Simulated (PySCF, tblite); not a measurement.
C6H11BO2.
Geometry (GFN2-xTB, Å), atoms numbered from 1 in this order:
```
atom  x, y, z in Å
C1    -3.722    0.416   -0.785
C2    -2.372   -0.260   -0.579
C3    -1.347    0.712    0.014
C4    -0.061    0.069    0.219
C5     0.962   -0.532    0.397
C6     2.258   -1.153    0.581
B7     3.467   -0.177    0.159
O8     4.732   -0.624    0.296
O9     3.263    1.074   -0.328
H10   -4.439   -0.285   -1.205
H11   -4.115    0.781    0.162
H12   -3.628    1.260   -1.465
H13   -1.998   -0.636   -1.534
H14   -2.485   -1.114    0.092
H15   -1.220    1.567   -0.659
H16   -1.713    1.091    0.974
H17    2.368   -1.450    1.627
H18    2.301   -2.072   -0.009
H19    5.400    0.007    0.028
H20    2.344    1.335   -0.397
```

Jobs on this species (20 atoms, 68 electrons) with PySCF (density fitting) and tblite. Hardware of each: one thread of an Arm Neoverse N1 (shared host). Other jobs ran on the host; a repeat could differ by tens of per cent or more.

```
level and settings                                     work  basis functions  SCF cycles  wall time
          GFN2-xTB                        L-BFGS relaxation                –           –          ?
          GFN2-xTB            Hessian by finite differences                –           –      1.1 s
     PBE0/pcSseg-1  shieldings, charges and field gradients              208          14       61 s
```

Question: Fill in the missing figures.

Answer: 
- GFN2-xTB; L-BFGS relaxation: 2.6 s

Question: What do all jobs in the table cost together?

Answer: About 65 s; the longest takes about 94 % of that, and about 55 times as long as the shortest.
